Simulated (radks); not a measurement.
Task: Neutral caesium, [Xe] 6s1. All-electron calculation, non-relativistic Kohn-Sham, PBE, spin-polarised, spherical densities, point nucleus. Program: a radial shooting solver on a logarithmic mesh with Libxc functionals. Every spin shell is full or empty, so the densities are truly spherical. Functionals are evaluated on that one density, not self-consistently. Rank these exchange functionals by their error against the exact value of the orbitals, and give that value: LDA, PBEsol, PW91, OPTX, SOGGA, G96, APBE, SCAN, r2SCAN.

Result: Exact: -184.037 hartree. From best to worst, with 100 (|E| - |E exact|)/|E exact| (equal figures are ties): PW91 -0.02, SCAN +0.14, r2SCAN -0.14, APBE +0.28, G96 +0.34, OPTX +1.30, PBEsol -2.21, SOGGA -2.22, LDA -4.69.
